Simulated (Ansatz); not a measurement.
Isomers of Cu₂F (doublet), relaxed with r2SCAN-D4/def2-TZVP; total energies from Ansatz at r2SCAN0-D4/def2-TZVP.

```tsv
isomer	description	energy (Eh)
A	point group Cs; 1 × Cu–Cu 2.28 Å; 1 × Cu–F 1.75 Å	-3380.73823
B	point group C2v; 2 × Cu–F 1.93 Å	-3380.74614
```

The isomers come from a short search, and lower ones may exist.

Problem. Work out the relative energies (1 Eh = 2625.5 kJ/mol) and the Boltzmann populations at 298 K from electronic energies alone (R = 8.314 J/mol/K).

Solution. ΔE: A 20.8, B 0.0 kJ/mol. RT = 2.48 kJ/mol. Factors exp(−ΔE/RT): A 0.000228, B 1; sum 1.000. Populations: A 0.0 %, B 100.0 %. Zero-point energy, vibrational entropy and symmetry numbers are left out and can shift these; an error of 4 kJ/mol changes a ratio by a factor of 5.0. Over the other density-functional and correlated levels in def2 sets, the gap between B and A ranges from 1 to 55 kJ/mol.
